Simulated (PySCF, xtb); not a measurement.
RbCl, SMILES [Rb][Cl].

GFN2-xTB run with xtb at its own geometry gives an orbital gap of 1.50 eV and a dipole moment of 8.53 D.

The structure is a stationary point at PBE0-D3(BJ)/def2-TZVPD. The def2 effective core potentials stand for the cores of Rb; spin–orbit coupling is left out.

**Question.** What does PySCF with B3LYP/def2-TZVPD give? (The exact figures need the calculation; the answer reports its results.)

**Answer.** gap 4.01 eV (levels -5.65 and -1.64 eV), dipole 10.83 D.
